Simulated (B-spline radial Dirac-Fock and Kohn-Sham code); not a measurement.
**Eu³⁺: photoemission with 138 eV photons**

System: Eu³⁺, [Xe] 4f6.

Calculated with an atomic code on a B-spline grid, using a relativistic central-field model (Hartree-Slater potential of the initial state, Latter tail, multipole expansion of the photon field, Dirac-Fock thresholds). The asymmetry parameter β is from the dipole term alone. Kinetic energies are from the vacuum level. Open shells are spread statistically over j, without multiplet splitting.

The last column is dσ/dΩ = σ/(4π) · [1 + β P₂(cos θ)] at θ = 90° from the polarisation vector of linearly polarised light.

```
subshell  electrons  binding (eV)  kinetic (eV)  σ (kb)      β  dσ/dΩ (kb/sr)
   4f5/2       2.57         39.50         98.50    1760   0.40            112
   4f7/2       3.43         38.84         99.16    2350   0.40            149
      5s          2         82.55         55.45     105   1.84          0.652
   5p1/2          2         59.25         78.75    66.6  -0.08           5.52
   5p3/2          4         54.98         83.02     173  -0.07           14.2
```

Branching ratios of the spin-orbit partners (statistical value in brackets): 4f 1.33 (1.33), 5p 2.60 (2.00).

At such low photon energies correlation between channels can change these cross sections by tens of per cent.

Run: 5.9 s of CPU time on 1 thread of Neoverse-V1 (shared host), peak memory 0.41 GiB.
